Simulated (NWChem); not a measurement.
tin monoxide (SnO, singlet); SMILES [Sn]=[O]

Results from NWChem. Low-valent species are run as closed-shell singlets; no triplet was tried in these runs. Geometry: optimised at PBE0-D3(BJ)/def2-TZVP. def2 effective core potentials on Sn; no spin-orbit coupling. Total energies compare along this basis series because the functional is fixed.

```csv
level,basis functions,energy (Ha),highest occupied level (eV),orbital gap (eV),dipole (D),relative time
PBE/def2-SVP,40,-289.3752,-6.31,3.54,3.34,1
PBE/def2-SVPD,55,-289.3876,-6.59,3.55,4.03,1
PBE/def2-TZVP,81,-289.4851,-6.40,3.47,3.80,4
PBE/def2-TZVPD,96,-289.4870,-6.49,3.47,3.94,6
PBE/def2-TZVPP,81,-289.4851,-6.40,3.47,3.80,4
PBE/def2-QZVP,139,-289.4926,-6.47,3.47,3.88,30
```

Times are rough ratios from one shared machine.
